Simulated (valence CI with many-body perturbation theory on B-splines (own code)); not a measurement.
**Xe⁵⁺: electric-dipole lines**

Computed by valence CI with perturbative core correlation (CI+MBPT): three valence electrons over a frozen Dirac-Fock core [Kr] 4d10, a basis of 11 s, 11 p, 10 d, 8 f, 5 g, 2 h functions for each j, with the one-electron correlation potential Σ1, the two-electron term Σ2, the three-electron term Σ3, Breit, model QED; selected CI, second order for the rest, scaled by the run's own slope (own B-spline code, finite nucleus).

Against 18 measured levels this calculation errs by 446 cm⁻¹ on average and by 1230 at most. These come from a selection out of Saloman, J. Phys. Chem. Ref. Data 33, 765 (2004). Levels without a partner in it may be off by more, other configurations by several thousand cm⁻¹. The list stops below the first excitations out of the core. 7 measured levels below the end of the list, from 338450 cm⁻¹ on, found no clear computed partner, and computed levels of the same name lie up to 10570 cm⁻¹ from them.

Lines 151 to 200 of 595 in falling wavelength, among levels below 51.220 eV, chosen from the strongest by gf and those to the six lowest levels. Wavelengths and rates use the calculated energies, so an error of 400 cm⁻¹ moves a line at 109.5 nm by 0.44 % and its rate by three times that or more. Electric multipoles are in the length gauge, E1 and E2 with the static RPA response of the core. Weak lines are less certain than strong ones. Lines between different terms over intervals too small for the method are left out, as are lines whose strength nearly cancels. Where a level lies close to another of its J and parity, the split of strength between their lines is uncertain. The highest levels of a list are the least certain.

Names give the largest LS component (configuration and term), which can be under half, so a name can repeat, a term be missing and a line seem to break the LS rules; names also repeat where a configuration has a term twice. Letters in brackets count levels of one name in rising energy.

| λ vac (nm) | λ from measured levels | Upper | Lower | A (s⁻¹) | S (a.u.) with core polarisation | S without |
| --- | --- | --- | --- | --- | --- | --- |
| 109.9 |  | 4f5p² ²H°_9/2 | 4f5s5p ²G_9/2 [b] | 8.79e+07 | 5.76e-01 | 8.01e-01 |
| 109.9 |  | 5s5p6p ⁴P_1/2 | 5s5p5d ⁴D°_3/2 | 1.08e+09 | 1.42e+00 | 1.38e+00 |
| 109.9 |  | 5s5p6p ⁴S_3/2 | 5s5p5d ²D°_5/2 [a] | 6.25e+08 | 1.64e+00 | 1.59e+00 |
| 109.6 |  | 5s5p6p ⁴P_5/2 | 5s5p5d ²F°_5/2 [a] | 3.63e+08 | 1.42e+00 | 1.36e+00 |
| 109.5 | 109.2 | 5s5p² ⁴P_5/2 | 5s²5p ²P°_3/2 | 5.13e+07 | 1.99e-01 | 2.75e-01 |
| 109.2 |  | 5s5p6p ²D_3/2 [b] | 5s5p5d ²D°_3/2 [a] | 4.87e+08 | 1.25e+00 | 1.22e+00 |
| 108.9 |  | 5s5p6p ²D_3/2 [c] | 5s5p5d ²F°_5/2 [b] | 6.42e+08 | 1.64e+00 | 1.60e+00 |
| 108.7 |  | 5s5p6p ⁴P_5/2 | 5s5p5d ²D°_3/2 [a] | 1.59e+08 | 6.03e-01 | 6.00e-01 |
| 108.6 |  | 5s5p6p ⁴P_3/2 | 5s5p5d ⁴P°_5/2 | 1.24e+09 | 3.12e+00 | 3.04e+00 |
| 108.3 | 108.0 | 5s5p² ⁴P_1/2 | 5s²5p ²P°_1/2 | 5.33e+07 | 6.69e-02 | 9.04e-02 |
| 107.7 |  | 5s5p6p ²D_5/2 [a] | 5s5p5d ²D°_5/2 [a] | 3.18e+08 | 1.18e+00 | 1.15e+00 |
| 107.7 |  | 5s5p6p ⁴P_5/2 | 5s5p5d ⁴D°_7/2 | 8.49e+08 | 3.14e+00 | 3.00e+00 |
| 107.3 |  | 5s5p6p ⁴P_5/2 | 5s5p5d ⁴D°_5/2 | 3.16e+08 | 1.16e+00 | 1.12e+00 |
| 106.7 |  | 5p²5d ²G_7/2 | 5s5p5d ²F°_5/2 [b] | 3.31e+08 | 1.59e+00 | 2.12e+00 |
| 105.7 |  | 5s5p6p ⁴D_5/2 | 5s5p5d ⁴P°_5/2 | 2.09e+08 | 7.33e-01 | 7.40e-01 |
| 105.6 |  | 5s5p6p ⁴D_7/2 | 5s5p5d ⁴D°_7/2 | 3.95e+08 | 1.84e+00 | 1.74e+00 |
| 104.6 |  | 5p²5d ⁴D_7/2 | 5s5p5d ²F°_5/2 [b] | 1.16e+08 | 5.25e-01 | 6.98e-01 |
| 104.3 |  | 5s5p6p ⁴S_3/2 | 5s5p5d ⁴P°_3/2 | 4.81e+08 | 1.08e+00 | 1.05e+00 |
| 103.3 |  | 5s5p6p ⁴S_3/2 | 5s5p5d ⁴P°_1/2 | 4.04e+08 | 8.79e-01 | 8.58e-01 |
| 103.0 |  | 5s5p6p ²D_3/2 [a] | 5s5p5d ⁴D°_3/2 | 3.01e+08 | 6.50e-01 | 6.33e-01 |
| 102.6 |  | 5s5p6p ²D_5/2 [b] | 5s5p5d ²F°_7/2 [b] | 7.28e+08 | 2.33e+00 | 2.27e+00 |
| 101.7 |  | 5s5p6p ²D_3/2 [a] | 5s5p5d ⁴P°_5/2 | 4.25e+08 | 8.82e-01 | 8.49e-01 |
| 101.5 |  | 5s5p6p ⁴D_1/2 | 5s5p5d ⁴F°_3/2 | 1.91e+09 | 1.97e+00 | 1.90e+00 |
| 101.3 |  | 5s²7d ²D_5/2 | 5s5p5d ²F°_7/2 [a] | 1.31e+08 | 4.04e-01 | 4.01e-01 |
| 101.3 |  | 5p²5d ²F_5/2 | 5s5p5d ²D°_5/2 [a] | 1.64e+08 | 5.04e-01 | 7.18e-01 |
| 101.3 |  | 4f5p² ⁴G°_9/2 [a] | 4f5s5p ²G_9/2 [a] | 1.79e+08 | 9.19e-01 | 1.19e+00 |
| 100.9 |  | 5p²5d ⁴F_9/2 | 5s5p5d ²F°_7/2 [a] | 2.27e+08 | 1.15e+00 | 1.51e+00 |
| 100.8 |  | 5s5p6p ⁴D_3/2 | 5s5p5d ⁴F°_5/2 | 1.52e+09 | 3.07e+00 | 2.93e+00 |
| 100.0 |  | 4f5p² ⁴G°_7/2 | 4f5s5p ²G_7/2 [a] | 1.47e+08 | 5.81e-01 | 7.70e-01 |
| 99.78 |  | 5s5p6p ²D_5/2 [a] | 5s5p5d ⁴D°_7/2 | 1.71e+08 | 5.03e-01 | 4.69e-01 |
| 99.51 |  | 4f5p² ⁴G°_9/2 [b] | 4f5s5p ²G_9/2 [a] | 2.00e+08 | 9.72e-01 | 1.27e+00 |
| 98.92 |  | 5s5p6p ⁴D_5/2 | 5s5p5d ⁴F°_7/2 | 1.81e+09 | 5.18e+00 | 4.89e+00 |
| 98.51 |  | 4f5p² ²D°_5/2 | 4f5s5p ²D_5/2 [a] | 5.38e+08 | 1.52e+00 | 2.02e+00 |
| 97.70 |  | 5s5p6p ⁴D_3/2 | 5s5p5d ⁴F°_3/2 | 3.48e+08 | 6.41e-01 | 6.22e-01 |
| 97.69 |  | 5p³ ²P°_1/2 | 5s5p² ²S_1/2 | 7.87e+08 | 7.24e-01 | 1.01e+00 |
| 96.67 |  | 5s5p6p ⁴P_3/2 | 5s5p5d ⁴F°_5/2 | 3.00e+08 | 5.35e-01 | 5.05e-01 |
| 96.51 |  | 4f5p² ²G°_7/2 | 4f5s5p ²G_7/2 [a] | 6.31e+08 | 2.24e+00 | 2.95e+00 |
| 96.16 |  | 5s5p6p ⁴D_7/2 | 5s5p5d ⁴F°_9/2 | 1.92e+09 | 6.73e+00 | 6.28e+00 |
| 95.74 |  | 5p²5d ²F_5/2 | 5s5p5d ²F°_5/2 [a] | 2.66e+08 | 6.92e-01 | 9.74e-01 |
| 95.51 |  | 4f5p² ⁴D°_5/2 | 4f5s5p ²D_5/2 [a] | 2.45e+08 | 6.33e-01 | 8.40e-01 |
| 95.04 |  | 5p²5d ²F_5/2 | 5s5p5d ²D°_3/2 [a] | 2.40e+08 | 6.10e-01 | 8.70e-01 |
| 94.94 |  | 4f5p² ⁴G°_7/2 | 4f5s5p ⁴D_7/2 | 1.24e+08 | 4.18e-01 | 5.55e-01 |
| 94.40 |  | 5s5p6p ⁴D_5/2 | 5s5p5d ⁴F°_5/2 | 2.95e+08 | 7.35e-01 | 7.06e-01 |
| 93.26 |  | 5p³ ²P°_3/2 | 5s5p² ²P_3/2 | 5.30e+08 | 8.49e-01 | 1.23e+00 |
| 92.73 |  | 5p³ ⁴S°_3/2 [a] | 5s5p² ²D_3/2 | 3.07e+08 | 4.83e-01 | 6.70e-01 |
| 92.64 |  | 4f5p² ²H°_9/2 | 4f5s5p ²G_9/2 [a] | 2.73e+08 | 1.07e+00 | 1.44e+00 |
| 92.34 |  | 4f5p² ⁴D°_7/2 | 4f5s5p ²G_7/2 [a] | 1.66e+08 | 5.16e-01 | 6.80e-01 |
| 91.77 |  | 4f5p² ²G°_7/2 | 4f5s5p ⁴D_7/2 | 2.86e+08 | 8.74e-01 | 1.16e+00 |
| 91.70 |  | 5s5p6p ²P_1/2 [a] | 5s5p5d ⁴F°_3/2 | 4.93e+08 | 3.75e-01 | 3.54e-01 |
| 91.59 | 91.52 | 5s5p² ²D_3/2 | 5s²5p ²P°_3/2 | 8.70e+06 | 1.32e-02 | 1.58e-02 |
